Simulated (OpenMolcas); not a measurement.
P+: Slater's ratio, thermal populations, the spin-orbit constant, worked from levels

| Quantity | Value |
| --- | --- |
| Program | OpenMolcas |
| Basis | ANO-R3 [6s5p4d2f1g] |
| Scalar Hamiltonian | X2C, finite nucleus |
| Active space | 4 electrons in 4 orbitals (3s 3p) |
| State averaging | 2S+1 = 3 even, 3 roots; 2S+1 = 1 even, 6 roots; 2S+1 = 5 odd, 1 root; 2S+1 = 3 odd, 8 roots |
| Spin-orbit coupling | RASSI with atomic mean-field integrals over the reference wave functions, term energies averaged over their components |

Methods: CASSCF; SS-CASPT2, IPEA 0.25 Eh, imaginary shift 0.1 Eh (closed shells correlated: 2s 2p). Measured levels: NIST Handbook of Basic Atomic Spectroscopic Data.

**Slater's ratio.** With one set of orbitals, p2 has ¹D - ³P = 6 F2 and ¹S - ¹D = 9 F2 (F2 = F²/25), a ratio of 3/2. Term energies are centres of gravity, weighted by 2J + 1.

| Source | ¹D - ³P | ¹S - ³P | F2 from the first | Ratio |
| --- | --- | --- | --- | --- |
| CASSCF | 11401 | 20580 | 1900 | 0.805 |
| SS-CASPT2 | 7985 | 19736 | 1331 | 1.472 |
| measured | 8567 | 21260 | 1428 | 1.482 |

Energies in cm-1. A ratio away from 3/2 shows effects beyond one configuration with one set of orbitals, and in heavier atoms second-order spin-orbit shifts. In CASSCF the valence s occupation is 1.89 in ¹S against 1.97 in ¹D: mixing out of s² acts most on ¹S and pulls it down.

**Thermal populations.** Z = Σ (2J + 1) exp(-E/kT) with k = 0.695035 cm-1/K, over the levels below. No other level of either list lies under 76700 cm-1, which is above 7 kT at each temperature.

```
      Level  2J + 1  SS-CASPT2  measured
3s² 3p² ³P₀       1        0.0       0.0
3s² 3p² ³P₁       3        146       165
3s² 3p² ³P₂       5        416       469
3s² 3p² ¹D₂       5       8260      8882
3s² 3p² ¹S₀       1      20020     21576
3s 3p³ ⁵S°₂       5      42910     45697
3s 3p³ ³D°₂       5      63550     65272
3s 3p³ ³D°₁       3      63550     65251
3s 3p³ ³D°₃       7      63550     65307
```

| T (K) | Z, SS-CASPT2 | Z, measured levels | Ground level (%), SS-CASPT2 | Ground level (%), measured levels |
| --- | --- | --- | --- | --- |
| 5000 | 8.780 | 8.620 | 11.4 | 11.6 |
| 8000 | 9.723 | 9.542 | 10.3 | 10.5 |
| 12000 | 10.689 | 10.494 | 9.4 | 9.5 |

At 12000 K, kT = 8340 cm-1, and the computed levels give Z = 1.000 + 2.948 + 4.757 + 1.857 + 0.091 + 0.029 + 0.002 + 0.001 + 0.003 = 10.689.

**The spin-orbit constant.** For the Hund term ³P of p2, E(J) = (A/2) J(J+1) + constant and ζ = 2S·A = 2A. From J = 0 to J = 2 the energy changes by 3 A.

```json
{"Source": "CASSCF", "E(2) - E(0)": "417.3", "A": "139.1", "ζ": "278"}
{"Source": "SS-CASPT2", "E(2) - E(0)": "416.1", "A": "138.7", "ζ": "277"}
{"Source": "measured", "E(2) - E(0)": "469.1", "A": "156.4", "ζ": "313"}
```

All in cm-1. SS-CASPT2 is off by -11.3 % and CASSCF by -11.0 %. Both methods take the spin-orbit matrix elements from the reference wave functions, so the second can move ζ only through the term energies and any multistate remixing. Second-order mixing with other terms is absorbed into this ζ.

Term energies are means over components that CASPT2 splits; among the terms shown or strongly mixed into the levels shown the widest spread is 470 cm-1 (3s 3p³ ³D°, SS-CASPT2). Over all roots computed the reference weight is 0.85 to 0.98 in SS-CASPT2; the roots of lowest weight are the least certain, and an intruder state may touch them. Terms of s pⁿ other than that of highest spin mix with s² pⁿ⁻² d, which this space lacks; all of them can be thousands of cm-1 off, and some have no real level of that name. Without dynamic correlation excited terms often stand tens of per cent too high (terms of higher spin than the ground term too low), and those without a measured partner can miss by more than the paired ones (holds for CASSCF). Computed and measured levels are paired by configuration, term and J; levels that our copy of the source lacks, or whose pairing is in doubt (as where it misses far off the trend of its configuration), stay unpaired and out of the deviations. Only configurations of the active space appear.

° marks odd parity.
